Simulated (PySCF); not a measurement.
PySCF 2.14 output of an unrestricted LC-wPBE calculation on a single atom or ion in dyall-av3z, with scalar relativity by spin-free X2C-1e:

```
SCF conv_tol = 1e-09
number electrons alpha = 5  beta = 3
    O. A. Vydrov and G. E. Scuseria.,  J. Chem. Phys. 125, 234109 (2006)
cycle= 1 E= -98.4579297852469  delta_E= -0.00837  |g|= 0.0265  |ddm|= 0.0562
cycle= 2 E= -98.4581944580871  delta_E= -0.000265  |g|= 0.00951  |ddm|= 0.0122
cycle= 3 E= -98.4582251036685  delta_E= -3.06e-05  |g|= 0.00349  |ddm|= 0.00324
cycle= 4 E= -98.4582299589368  delta_E= -4.86e-06  |g|= 0.000327  |ddm|= 0.00152
cycle= 5 E= -98.4582288994755  delta_E= 1.06e-06  |g|= 1.65e-05  |ddm|= 0.00021
cycle= 6 E= -98.4582288996038  delta_E= -1.28e-10  |g|= 9.99e-07  |ddm|= 9.73e-06
converged SCF energy = -98.4582288996038  <S^2> = 2.002076  2S+1 = 3.0013837
```

The run itself started from symmetry-adapted Hartree-Fock orbitals and held the occupation by maximum overlap, on a logarithmic radial grid, so the iterations belong to that start.

Which element, charge and spin multiplicity is this?

F+ (fluorine, charge +1), multiplicity 3; the state was [He] 2s1 2p5, high-spin 3P determinant (an excited configuration).
